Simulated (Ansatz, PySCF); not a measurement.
CuF2, SMILES [F][Cu-][F], charge -1, multiplicity 1. Atoms are numbered in the order given.

```xyz
3

Cu     0.0000     0.0000     0.0000
F      0.0000     0.0000    -1.8163
F      0.0000     0.0000     1.8163
```
Charge -1, spin multiplicity 1.

Coordinates come from a B3LYP-D3(BJ)/def2-TZVPD optimisation. The multiplicity is an assumed one; other spin states were not compared.

Two levels are set side by side: PBE-D3(BJ)/def2-TZVPD (Ansatz, a quantum-chemistry and plane-wave program) and B3LYP-D3(BJ)/def2-TZVPD (Ansatz). Each level has its own optimised geometry; the coordinates shown are those of the second. Frequencies come from the Hessian of PySCF at each geometry. Differences are taken from unrounded values.

```
quantity                            B3LYP-D3(BJ)
----------------------------------  ------------
mean bond length (Å)                       1.816
bond Cu1–F2 (Å)                            1.816
bond Cu1–F3 (Å)                            1.816
highest harmonic wavenumber (cm⁻¹)           580
mean harmonic wavenumber (cm⁻¹)              347
zero-point energy (kcal/mol)                1.98
```

Task: What does PBE-D3(BJ) give, and how far is it from B3LYP-D3(BJ)? (Estimate from the structure and the level; the computed values follow.)

Result: 
```
quantity                            PBE-D3(BJ)  PBE-D3(BJ) minus B3LYP-D3(BJ)
----------------------------------  ----------  -----------------------------
mean bond length (Å)                     1.815                         -0.002
bond Cu1–F2 (Å)                          1.815                         -0.002
bond Cu1–F3 (Å)                          1.815                         -0.002
highest harmonic wavenumber (cm⁻¹)         576                             -4
mean harmonic wavenumber (cm⁻¹)            346                             -1
zero-point energy (kcal/mol)              1.98                           0.00
```

On these quantities the two levels nearly agree.
